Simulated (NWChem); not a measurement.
Species: C₂H₄N, doublet; SMILES [CH]=NC

All runs: NWChem. Pople sets run with spherical d functions. Spin-unrestricted. Spin-contaminated determinants: UHF/STO-3G (<S²> = 1.27). In the optimisation the excess spin sits in a' (Cs, its own frame). No stability test was run on the SCF state. Each level has its own optimisation; frequencies are unscaled. Brackets give each atom's bonded neighbours.

| level | r C–N [C(HN)–N(CC)] (Å) | r C–H [C(HN)–H(C)] (Å) | r C–N [C(HHHN)–N(CC)] (Å) | highest harmonic frequency (cm⁻¹) | lowest (cm⁻¹) | zero-point energy (kcal/mol) | dipole (D) |
|---|---|---|---|---|---|---|---|
| B3LYP/3-21G | 1.225 | 1.102 | 1.488 | 3136 | 174 | 34.2 | 2.43 |
| UHF/STO-3G | 1.325 | 1.091 | 1.508 | 3732 | 100 | 39.2 | 1.83 |
| B3LYP/6-31G* | 1.223 | 1.106 | 1.461 | 3131 | 176 | 34.3 | 2.11 |
| PBE0/def2-SVP | 1.219 | 1.113 | (withheld) | 3155 | 176 | 34.3 | (withheld) |

Problem. Some entries are withheld; supply them.

Solution. 
- PBE0/def2-SVP, r C–N [C(HHHN)–N(CC)] (Å): 1.439
- PBE0/def2-SVP, dipole (D): 2.19
